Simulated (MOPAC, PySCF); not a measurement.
Constitutional and geometric isomers with formula C4H4. Gas-phase values, no solvent. Strings in code marks are SMILES.

Quantity: electronic energy of isomers of C4H4 relative to `C#CC=C`, in kcal/mol. Semi-empirical values (MOPAC) are differences of heats of formation.

Level 1: B3LYP/3-21G // PBE-D3(BJ)/def2-TZVP (PySCF)
Level 2: B3LYP/6-311+G** // PBE-D3(BJ)/def2-TZVP (PySCF)
Level 3: HF/STO-3G // PBE-D3(BJ)/def2-TZVP (PySCF)
Level 4: AM1 // PBE-D3(BJ)/def2-TZVP (MOPAC)

```tsv
species	level 2	level 3	level 4
`C=C1C=C1`	22.9	24.8	32.4
`C1=CC=C1`	38.9	33.3	45.1
`C=C=C=C`	3.50	17.2	8.03
```

**Question.** What does level 1 give for each, and how far do the other levels lie from it on average?

**Answer.** 
- `C=C1C=C1`: 33.5
- `C1=CC=C1`: 44.7
- `C=C=C=C`: 3.30
Mean absolute difference from level 1, which has limits of its own, over these rows (drawn at random from the members that have all these levels): level 2 5.54 kcal/mol, level 3 11.3 kcal/mol, level 4 2.07 kcal/mol.
